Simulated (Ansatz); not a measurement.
Reaction (redistribution): `[F][Ti]([F])([F])[Cl]` + `CC1=CC(C(F)(F)F)=[O+][Ti-]([OH])([OH])([F])[O]1` → `CC1=CC(C(F)(F)F)=[O+][Ti-]([F])([F])([F])[O]1` + `[OH][Ti]([OH])([F])[Cl]`

Computed with Ansatz on PBE0-D4/def2-TZVP structures; ΔE is electronic, products minus reactants. CCSD(T)/CBS adds triple-zeta CCSD(T) − MP2 to the extrapolated MP2 energy (def2 sets, frozen cores). DFT in def2-TZVPP. B3LYP here is the variant with VWN-RPA as its local correlation; programs differ in this. For Ti outer-core shells are correlated without core-valence functions, which leaves a few kJ/mol of doubt a bond. Scalar relativity is left out up to krypton. One conformer a species, not always the lowest.

| level | ΔE (kJ/mol) |
| --- | --- |
| r2SCAN0-D4 | -14.4 |
| B3LYP | -14.3 |

Problem. What does CCSD(T)/CBS give? (Estimate.)

Solution. Computed: -14.9 kJ/mol. The listed levels differ from it by 0.5, 0.6 kJ/mol.

Largest T1 diagnostic among the species: 0.024, so the coupled-cluster value is less sure than usual.

From PBE to PBE0 (25 % exact exchange), in def2-TZVPP and without D4, ΔE moves by −4.7 kJ/mol. In def2-TZVPP, CCSD(T) changes the Hartree–Fock value by +16.6 kJ/mol (the triples alone add +4.1 kJ/mol) and MP2 by +17.9 kJ/mol. Leaving LDA and LC-ωPBE aside and taking each functional with its dispersion term where it has one, the values, not all of them listed here, spread over 12.8 kJ/mol, from BHLYP-D4 to revPBE-D4.
